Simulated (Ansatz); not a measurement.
Born–Oppenheimer molecular dynamics of CH11NSi2 (15 atoms, charge 0, multiplicity 1). It starts at the highest image of a converged band. Of that band: Neighbouring images differ by up to 2.6 eV, so the band resolves the path poorly. A vibrational analysis at the climbing image gives one clearly imaginary mode, 1190i cm⁻¹: a first-order saddle point.

Method: RKS PBE-D4/6-31G* in Ansatz.

```
ensemble                      : NVE (velocity Verlet)
time step                     : 0.5 fs
steps asked                   : 200
starting velocities drawn for : 100 K
seed                          : 6584
```

First frame:

```xyz
15
Properties=species:S:1:pos:R:3
Si -0.890 0.123 -0.510
C -0.905 -0.723 1.514
H -0.933 -1.099 -1.373
H -2.350 0.474 -0.249
N -0.395 1.710 -0.951
H 0.143 -0.519 0.660
Si 1.822 -0.415 -0.479
H -0.164 -1.276 2.123
H -1.218 0.174 2.068
H -1.755 -1.394 1.313
H -1.080 2.467 -0.935
H 0.530 1.979 -1.280
H 2.218 0.250 -1.783
H 2.171 -1.875 -0.656
H 2.806 0.124 0.537
```

Task: How far do the bonds stretch over the last three quarters of this one trajectory? (Pairs bonded in most of those frames.)

Result: 
```csv
bond,mean (Å),spread (Å),shortest,longest
Si1–H3,1.519,0.011,1.50,1.54
Si1–H4,1.510,0.014,1.48,1.54
Si1–N5,1.758,0.024,1.72,1.80
Si1–Si7,2.404,0.161,2.18,2.69
C2–H6,1.105,0.025,1.06,1.14
C2–H8,1.103,0.008,1.09,1.12
C2–H9,1.101,0.013,1.08,1.12
C2–H10,1.100,0.007,1.08,1.11
N5–H11,1.024,0.008,1.01,1.04
N5–H12,1.025,0.010,1.01,1.04
Si7–H13,1.507,0.006,1.50,1.52
Si7–H14,1.507,0.016,1.48,1.53
Si7–H15,1.508,0.016,1.48,1.54
```

Mean temperature of the second half: 1537 K. The conserved energy stayed within 0.039 meV per atom of its start (net change 0.0059 meV per atom), so the integration is sound. The kinetic energy rose, since the run started high on the potential surface and went downhill. It ends in pieces (CH4 + H7NSi2), so much of that is their flight and rotation, not heat. A run of 0.1 ps of so small a system gives no equilibrium averages. The orbitals stay closed-shell, which can raise the energy where a bond breaks towards radicals; this wasn't checked here.

Time of the run: 7.1 min on 2 threads of Arm Neoverse V1 (shared host), peak memory 0.14 GiB.
